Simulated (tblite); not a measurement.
A tight-binding relaxation on `N1([SiH2][GeH2][NH2])CCCC1`.

Computed with GFN2-xTB geometry optimisation, gas phase (tblite 0.8.0). Start geometry: from a force field or distance geometry. A driver script takes a list of jobs; this job's settings line and coordinates (Å) are shown.

Command:
```bash
OMP_NUM_THREADS=1 python probes_run.py task.json out
```

Input:
```
{"job": {"kind": "relax", "xc": "GFN2-xTB", "basis": "xTB"}, "charge": 0, "multiplicity": 1}
N      3.042900     1.217000    -0.004000
Ge     2.912000    -0.573600    -0.490400
Si     0.864500    -1.412500     0.163700
N     -0.457900    -0.509100    -0.713800
C     -1.781300    -1.036800    -0.354600
C     -2.766400     0.100300    -0.605400
C     -1.921400     1.372100    -0.566900
C     -0.486200     0.903600    -0.334300
H      4.018000     1.518100    -0.206100
H      2.910700     1.262300     1.037900
H      4.034300    -1.377900     0.231900
H      3.070500    -0.719900    -2.014400
H      0.690100    -1.248100     1.623800
H      0.786300    -2.837500    -0.185500
H     -1.842700    -1.327400     0.712400
H     -2.028400    -1.908800    -0.989700
H     -3.235400    -0.007600    -1.599100
H     -3.553600     0.110500     0.178700
H     -2.001400     1.913600    -1.525600
H     -2.245800     2.043300     0.265200
H     -0.231800     1.060800     0.738100
H      0.212500     1.477200    -0.973700
```

Output:
```
step      E/eV     max force
  0    -686.26980    2.124
  1    -686.43498    1.196
  2    -686.51454    0.831
  3    -686.55297    0.591
  4    -686.59381    0.397
  5    -686.61022    0.379
  6    -686.64583    0.360
  7    -686.66304    0.369
  8    -686.68264    0.324
  9    -686.69786    0.365
... (134 lines left out)
144    -686.92242    0.037
145    -686.92266    0.031
146    -686.92291    0.033
147    -686.92313    0.029
148    -686.92333    0.025
149    -686.92345    0.028
150    -686.92356    0.025
151    -686.92363    0.017
152    -686.92367    0.010
153    -686.92369    0.008
```

«max force» is the largest atomic force in eV/Å.

From which step on does the largest force stay under 0.1 eV/Å, and how much energy is left to gain from there?

From step 53 (0.063 eV/Å), 28.7 meV above the end.

In short: energy lowered by 15.1 kcal/mol over 153 steps; largest atomic force 0.008 eV/Å at the end.

On an Intel Xeon at 2.70 GHz with one thread, shared host with 64 logical CPUs at a one-minute load of 62, this took 2.1 s of wall time.
Labels such as C1 count atoms from 1, the log's own numbers from 0.
